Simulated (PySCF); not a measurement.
Radial density of Yb(53+) (ytterbium, charge +53)

UHF, [Ne] 3s2 3p5, 2P determinant. Computed with PySCF 2.14 in an uncontracted even-tempered set (17 s from 13 bohr⁻², ratio 2.5; 12 p from 17 bohr⁻², ratio 2.5; 4 d from 69 bohr⁻², ratio 2.7; 4 f from 100 bohr⁻², ratio 2.7), with the spin-free X2C one-electron Hamiltonian (Gaussian nucleus).

```
r (bohr)  4πr²ρ (e/bohr)  4πr²(ρα − ρβ)
  0.0149           94.98         0.4631
  0.0251           81.92         1.4410
  0.0422           103.7         2.4386
  0.0710           104.2         0.6723
   0.119           43.10         1.8873
   0.201           44.75         6.1282
   0.338           5.858         0.8279
   0.568         0.02530         0.0032
```

Densities and radii are taken from the X2C orbitals without a picture-change correction, which distorts them close to the nucleus.

Spin-orbit coupling, absent here, splits the open shell strongly.
